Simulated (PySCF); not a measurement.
CH4N (SMILES [CH2]N), doublet, at a GFN2-xTB geometry; PBE0/6-31G* in PySCF.

Input for PySCF:
```python
from pyscf import gto, scf, dft

mol = gto.M(
    atom='''
C    -0.71383820    0.05340766   -0.14623816
N     0.64268006   -0.04802632    0.15629072
H    -1.30378940   -0.82750337    0.02165825
H    -1.16517043    1.01349598    0.01736352
H     1.18967095    0.75232861   -0.12976755
H     1.06355764   -0.92258292   -0.12586027
''',
    basis='6-31g*',
    spin=1,
    verbose=4,
)

mf = dft.UKS(mol)
mf.xc = 'pbe0'
mf.init_guess = 'huckel'
mf.kernel()
mf.analyze()
```

**Question.** What does PySCF print? Leave out banner, timings and long lists.

**Answer.** 
```
PySCF version 2.14.0

[INPUT] verbose = 4
[INPUT] num. atoms = 6
[INPUT] num. electrons = 17
[INPUT] charge = 0
[INPUT] spin (= nelec alpha-beta = 2S) = 1
[INPUT] symmetry False subgroup None
[INPUT] Mole.unit = angstrom
[INPUT] Symbol           X                Y                Z      unit          X                Y                Z       unit  Magmom
[...]
nuclear repulsion = 37.2575803202232
number of shells = 20
number of NR pGTOs = 70
number of NR cGTOs = 36
basis = 6-31g*
ecp = {}

******** <class 'pyscf.dft.uks.UKS'> ********
method = UKS
initial guess = huckel
damping factor = 0
level_shift factor = 0
DIIS = <class 'pyscf.scf.diis.CDIIS'>
diis_start_cycle = 1
diis_space = 8
diis_damp = 0
SCF conv_tol = 1e-09
SCF conv_tol_grad = None
SCF max_cycles = 50
direct_scf = True
direct_scf_tol = 1e-13
number electrons alpha = 9  beta = 8
XC library pyscf.dft.libxc version 7.1.2
    S. Lehtola, C. Steigemann, M. J. T. Oliveira, and M. A. L. Marques,  SoftwareX 7, 1–5 (2018)
XC functionals = pbe0
    C. Adamo and V. Barone,  J. Chem. Phys. 110, 6158 (1999)
    M. Ernzerhof and G. E. Scuseria,  J. Chem. Phys. 110, 5029 (1999)
radial grids:
    Treutler-Ahlrichs [JCP 102, 346 (1995); DOI:10.1063/1.469408] (M4) radial grids

becke partition: Becke, JCP 88, 2547 (1988); DOI:10.1063/1.454033
pruning grids: <function nwchem_prune>
grids dens level: 3
symmetrized grids: False
atomic radii adjust function: <function treutler_atomic_radii_adjust>
small_rho_cutoff = 0
Set gradient conv threshold to 3.16228e-05
Initial guess from on-the-fly Huckel, doi:10.1021/acs.jctc.8b01089.
Spherically averaged atomic HF for {'N', 'C', 'H'}

******** <class 'pyscf.scf.atom_hf.AtomSphAverageRHF'> ********
method = AtomSphAverageRHF
initial guess = minao
damping factor = 0
level_shift factor = 0
DIIS = <class 'pyscf.scf.diis.CDIIS'>
diis_start_cycle = 1
diis_space = 8
diis_damp = 0
SCF conv_tol = 1e-09
SCF conv_tol_grad = None
SCF max_cycles = 50
direct_scf = True
direct_scf_tol = 1e-13
atom = C
Set gradient conv threshold to 3.16228e-05
Initial guess from minao.
init E= -37.2760277011609
cycle= 1 E= -37.3124925813144  delta_E= -0.0365  |g|=    0  |ddm|= 0.352
cycle= 2 E= -37.3151528640331  delta_E= -0.00266  |g|=    0  |ddm|= 0.13
cycle= 3 E= -37.3153722895858  delta_E= -0.000219  |g|=    0  |ddm|= 0.0234
cycle= 4 E= -37.3153754157194  delta_E= -3.13e-06  |g|=    0  |ddm|= 0.00545
cycle= 5 E= -37.3153754158137  delta_E= -9.42e-11  |g|=    0  |ddm|= 1.35e-05
[...]
converged SCF energy = -95.0760897533852  <S^2> = 0.75333761  2S+1 = 2.0033348
Total Energy =                         -95.076089753385190
[...]
DFT Exchange-Correlation Energy =      -13.715741205240853
**** MO energy ****
                             alpha | beta                alpha | beta
[...]
To work with the spin densities directly, `use mulliken_meta_spin()` only printing them here.

 ** Mulliken spin pop alpha/beta on meta-lowdin orthogonal AOs **
 ** Mulliken Spin Density (per AO)  **
spin_pop of  0 C 1s       -0.00001
spin_pop of  0 C 2s        0.06390
spin_pop of  0 C 3s        0.00127
spin_pop of  0 C 2px       0.01168
spin_pop of  0 C 2py       0.01761
spin_pop of  0 C 2pz       0.73796
spin_pop of  0 C 3px      -0.00002
spin_pop of  0 C 3py      -0.00023
spin_pop of  0 C 3pz       0.00768
spin_pop of  0 C 3dxy      0.00004
spin_pop of  0 C 3dyz     -0.00012
spin_pop of  0 C 3dz^2    -0.00107
spin_pop of  0 C 3dxz      0.00011
spin_pop of  0 C 3dx2-y2   -0.00005
spin_pop of  1 N 1s       -0.00000
spin_pop of  1 N 2s        0.01677
spin_pop of  1 N 3s        0.00114
spin_pop of  1 N 2px      -0.00515
spin_pop of  1 N 2py       0.00289
spin_pop of  1 N 2pz       0.18488
spin_pop of  1 N 3px       0.00015
spin_pop of  1 N 3py       0.00008
spin_pop of  1 N 3pz       0.00465
spin_pop of  1 N 3dxy      0.00005
spin_pop of  1 N 3dyz     -0.00006
spin_pop of  1 N 3dz^2    -0.00048
spin_pop of  1 N 3dxz      0.00036
spin_pop of  1 N 3dx2-y2   -0.00002
spin_pop of  2 H 1s       -0.02121
spin_pop of  2 H 2s        0.00022
spin_pop of  3 H 1s       -0.02121
spin_pop of  3 H 2s        0.00022
spin_pop of  4 H 1s       -0.00113
spin_pop of  4 H 2s        0.00011
spin_pop of  5 H 1s       -0.00113
spin_pop of  5 H 2s        0.00011
 ** Mulliken Spin Density (per atom)  **
spin density of  0 C =      0.83875
spin density of  1 N =      0.20527
spin density of  2 H =     -0.02099
spin density of  3 H =     -0.02099
spin density of  4 H =     -0.00102
spin density of  5 H =     -0.00102
 ** Mulliken pop alpha/beta on meta-lowdin orthogonal AOs **
 ** Mulliken pop       alpha | beta **
[...]
In total             9.00000 | 8.00000
 ** Mulliken atomic charges   ( Nelec_alpha | Nelec_beta ) **
charge of  0C =     -0.27740  (     3.55808      2.71933 )
charge of  1N =     -0.38000  (     3.79264      3.58737 )
charge of  2H =      0.10750  (     0.43575      0.45675 )
charge of  3H =      0.10750  (     0.43575      0.45675 )
charge of  4H =      0.22120  (     0.38889      0.38991 )
charge of  5H =      0.22120  (     0.38889      0.38991 )
Dipole moment(X, Y, Z, Debye):  1.03366, -0.07913, -0.55741
```
